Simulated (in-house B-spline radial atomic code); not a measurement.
Settings and results of a run for Mn8+ (an excited or competing configuration). Method: non-relativistic Hartree-Fock with fractional occupations, spin-polarised, spherical fractional occupations, point nucleus. Calculated with a B-spline radial code for spherical atoms.

Command:
```bash
python run_scf.py task.json out
```
Settings:
```
Z                25
configuration    [He] 2s2 2p5 3s2 3p5 4s1
hamiltonian      nr
method           hf,
spin_polarised   True
```

Output (hartree, bohr):
```
 radial grid: 45 intervals, B-splines of order 8, outer radius 11.954 bohr

 iter        energy (Eh)    residual
    1       -1091.832578    8.38e-01
    2       -1099.757107    1.30e-01
    3       -1099.884084    5.59e-02
    4       -1099.907912    2.42e-02
    5       -1099.913640    3.45e-03
    6       -1099.913730    3.72e-04
    7       -1099.913731    3.01e-05
    8       -1099.913731    1.81e-06
    9       -1099.913731    7.60e-08

 total energy                     -1099.91373
 kinetic                            1099.9137
 electron-nucleus                  -2488.0944
 Hartree                             329.9982
 exact exchange                      -41.7313

 orbital      occ     eigenvalue          <r>       <r^2>       <1/r>       r_max
 1s up      1.000      -250.6354    0.0615174  0.00507483     24.5255     0.04055
 1s down    1.000      -250.2628    0.0614247  0.00505656     24.5502     0.04053
 2s up      1.000       -38.0701     0.275525   0.0893276     5.36372      0.2318
 2s down    1.000       -37.3357      0.27683   0.0901427     5.32195      0.2326
 2p up      3.000       -34.0157     0.241271   0.0710666     5.28391      0.1866
 2p down    2.000       -32.4278     0.244146   0.0728779     5.23149      0.1882
 3s up      1.000       -10.4472     0.752735    0.644348     1.88243      0.6846
 3s down    1.000       -10.0816     0.762591    0.661606     1.85336      0.6912
 3p up      3.000        -8.9773     0.760915    0.667431     1.78764      0.6793
 3p down    2.000        -8.4085     0.773456    0.690322     1.76481      0.6895
 4s up      1.000        -4.1626      1.66012     3.07295     0.81933       1.587
```

Time taken, with all properties: 0.06 s on 1 thread of Arm Neoverse V2 (shared host).

Caution: exact exchange at fractional occupations of open shells leaves self-interaction of up to several eV.
